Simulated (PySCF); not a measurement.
Spin–spin coupling constants

Bonds (- single, = double, # triple, : aromatic): O1=C2 1.196 Å, C2-C3 1.481 Å, C3=C4 1.329 Å, C4-C5 1.494 Å, C5-C6 1.544 Å, C6-O7 1.394 Å, C5-O8 1.419 Å, O8-C2 1.357 Å. C3 carries H9; C4 carries H10; C5 carries H11; C6 carries H12, H13; O7 carries H14. Stereochemistry as in O=C1C=C[C@H](CO)O1. H13 is pro-R; H12 is pro-S.

Method: B3LYP/pcJ-1 (without the spin–dipole term)//GFN2-xTB, PySCF 2.14.0 with density-fitted response routines; isolated molecule, single conformer, non-relativistic. Couplings are averaged over pairs made equivalent by symmetry, fast rotation or ring inversion, so a value needn't be that of the named pair in this geometry, while other rotamers aren't included; one pair stands for each set, and the list holds a selection of those of at least 1.5 Hz over up to four bonds, among pairs with at least one C or H atom (others weren't computed).

Isotopes: $^{13}$C, $^{1}$H, $^{17}$O. Couplings to quadrupolar nuclei such as 17O and 33S are rarely resolved in practice.

```csv
pair,bonds,J (Hz)
"O1, C2",1,?
"C2, C3",1,69.0
"C2, O8",1,?
"C3, C4",1,?
"C3, H9",1,189.0
"C4, C5",1,36.6
"C4, H10",1,179.7
"C5, C6",1,37.3
"C5, O8",1,22.5
"C5, H11",1,?
"C6, O7",1,?
"C6, H12",1,150.7
"C6, H13",1,150.8
"O7, H14",1,-73.7
"O1, C3",2,?
"C2, H9",2,9.4
"C3, O8",2,?
"C4, H9",2,4.4
"C4, H11",2,-4.1
"C6, H11",2,-7.0
"O7, H12",2,-2.9
"O7, H13",2,-13.7
"C3, C6",3,2.4
"C3, H11",3,?
"C6, H10",3,1.5
"H11, H13",3,2.2
```

Problem. Estimate the withheld couplings, with signs.

Solution. 
- $^{1}J$(O1,C2) = 25.0 Hz (bond length 1.196 Å)
- $^{1}J$(C2,O8) = 30.9 Hz (bond length 1.357 Å)
- $^{1}J$(C3,C4) = 73.5 Hz (bond length 1.329 Å)
- $^{1}J$(C5,H11) = 161.2 Hz (bond length 1.098 Å, sp3 carbon)
- $^{1}J$(C6,O7) = 21.5 Hz (bond length 1.394 Å)
- $^{2}J$(O1,C3) = -3.2 Hz (angle at C2 129°)
- $^{2}J$(C3,O8) = -7.1 Hz (angle at C2 108°)
- $^{3}J$(C3,H11) = 3.7 Hz (dihedral angle 119°)
